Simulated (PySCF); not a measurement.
## Correlation energy of C (carbon, neutral)

[He] 2s2 2p2, high-spin 3P determinant. Computed with PySCF 2.14 in aug-cc-pVTZ-DK, with scalar relativity by spin-free X2C-1e. Frozen: 1s2; 4 electrons correlated.

MP2 pair energies summed by pair of shells (mhartree):

```json
{"pair": "2s-2p", "energy": "-41.47", "share (%)": "61.2"}
{"pair": "2s-2s", "energy": "-18.97", "share (%)": "28.0"}
{"pair": "2p-2p", "energy": "-7.32", "share (%)": "10.8"}
```

Total MP2 correlation energy: -67.77 mhartree.

Same-spin part -12.83 and opposite-spin part -54.94 mhartree; SCS-MP2 scales them by 1/3 and 6/5 to -70.20 mhartree.
